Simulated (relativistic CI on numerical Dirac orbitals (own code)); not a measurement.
**Energy levels of Zn VIII**

Computed by Dirac-Coulomb-Breit CI, KLI orbitals optimised for each configuration, model QED, valence Slater integrals scaled by 0.9, P86 correlation estimate, and configurations built on the next ion tied to the tabulated ionisation energy (semi-empirical) (own radial code, finite nucleus).

Configurations in the expansion (outside the closed core [Ne]): 3s2 3p6 3d5, 3s2 3p6 3d4 4s, 3s2 3p6 3d4 4p, 3s2 3p6 3d4 4d, 3s2 3p6 3d4 5s, 3s2 3p6 3d4 4f, 3s2 3p5 3d6, 3s2 3p4 3d7, 3s 3p6 3d6, 3s2 3p6 3d3 4s2, 3s2 3p6 3d3 4s 4p, 3s2 3p6 3d3 4p2, 3p6 3d7, 3s2 3p6 3d3 4s 4d, 3s2 3p6 3d4 5p, 3s2 3p6 3d4 5d, 3s2 3p6 3d3 4p 4d, 3s2 3p6 3d4 5f, 3s2 3p6 3d4 5g, 3s2 3p5 3d5 4s, 3s2 3p6 3d3 4d2, 3s2 3p5 3d4 4s2, 3s2 3p5 3d5 4p, 3s 3p5 3d7. Levels of other configurations are missing.

The lowest level is 3s2 3p6 3d5 6S_5/2, with 99 % of that term; Hund's rules for 3s2 3p6 3d5 give 6S with J = 5/2, in agreement.

| No. | Configuration | Term | J | E (eV) | % | Next component (%) |
| --- | --- | --- | --- | --- | --- | --- |
| 1 | 3s2 3p6 3d5 | 6S | 5/2 | 0.0000 | 99 |  |
| 2 | 3s2 3p6 3d5 | 4G | 11/2 | 6.2564 | 99 | 1 2H |
| 3 | 3s2 3p6 3d5 | 4G | 5/2 | 6.2568 | 97 | 2 2F |
| 4 | 3s2 3p6 3d5 | 4G | 7/2 | 6.2753 | 98 | 1 2F |
| 5 | 3s2 3p6 3d5 | 4G | 9/2 | 6.2796 | 99 |  |
| 6 | 3s2 3p6 3d5 | 4P | 5/2 | 6.4304 | 87 | 8 4D |
| 7 | 3s2 3p6 3d5 | 4P | 3/2 | 6.4830 | 92 | 7 4D |
| 8 | 3s2 3p6 3d5 | 4P | 1/2 | 6.5285 | 96 | 2 4D |
| 9 | 3s2 3p6 3d5 | 4D | 7/2 | 7.3675 | 98 | 1 4F |
| 10 | 3s2 3p6 3d5 | 4D | 1/2 | 7.4436 | 97 | 2 4P |
| 11 | 3s2 3p6 3d5 | 4D | 5/2 | 7.4581 | 90 | 8 4P |
| 12 | 3s2 3p6 3d5 | 4D | 3/2 | 7.4651 | 92 | 7 4P |
| 13 | 3s2 3p6 3d5 | 2D | 5/2 | 9.0847 | 62 | 33 2F |
| 14 | 3s2 3p6 3d5 | 2I | 11/2 | 9.2091 | 95 | 4 2H |
| 15 | 3s2 3p6 3d5 | 2I | 13/2 | 9.2550 | 100 |  |
| 16 | 3s2 3p6 3d5 | 2D | 3/2 | 9.3055 | 89 | 9 4F |
| 17 | 3s2 3p6 3d5 | 2F | 7/2 | 9.6198 | 92 | 5 4F |
| 18 | 3s2 3p6 3d5 | 4F | 5/2 | 9.9210 | 57 | 33 2F |
| 19 | 3s2 3p6 3d5 | 4F | 9/2 | 9.9343 | 93 | 6 2G |
| 20 | 3s2 3p6 3d5 | 4F | 7/2 | 9.9950 | 90 | 7 2F |
| 21 | 3s2 3p6 3d5 | 4F | 3/2 | 10.0830 | 89 | 9 2D |
| 22 | 3s2 3p6 3d5 | 4F | 5/2 | 10.1418 | 38 | 34 2F |
| 23 | 3s2 3p6 3d5 | 2H | 9/2 | 10.6423 | 77 | 20 2G |
| 24 | 3s2 3p6 3d5 | 2H | 11/2 | 10.8348 | 95 | 4 2I |
| 25 | 3s2 3p6 3d5 | 2G | 7/2 | 11.0342 | 97 | 1 2F |
| 26 | 3s2 3p6 3d5 | 2G | 9/2 | 11.1931 | 74 | 22 2H |
| 27 | 3s2 3p6 3d5 | 2F | 5/2 | 11.6545 | 96 | 2 4F |
| 28 | 3s2 3p6 3d5 | 2F | 7/2 | 11.6980 | 96 | 2 4F |
| 29 | 3s2 3p6 3d5 | 2S | 1/2 | 12.6072 | 99 | 1 3s2 3p4 3d7 2S |
| 30 | 3s2 3p6 3d5 | 2D | 3/2 | 13.9313 | 99 | 1 3s2 3p4 3d7 2D |

Energies count from the lowest computed level.

The mean weight of the leading LS term, summed over parents, in these 30 levels is 89 %, and that of the leading jj configuration (from the same eigenvectors) 52 %, so LS coupling describes them better.

Configurations that consist of the next ion and one excited electron were tied to the tabulated ionisation energy; Rydberg ones are usually within 1,000 to 3,000 cm⁻¹ and the lowest ones within about 6,000 (9,000 in d shells), while levels on excited terms of the next ion carry the error of that term, and the other configurations can be misplaced by 10,000 cm⁻¹ or more. Rates follow the energies as ν³ (E1, M1) or ν⁵ (E2), so rates, branching and lifetimes can be off by large factors.

LS names give the leading component of a level, which can be under half, so a name can repeat, a term be missing and a line seem to break the LS rules.
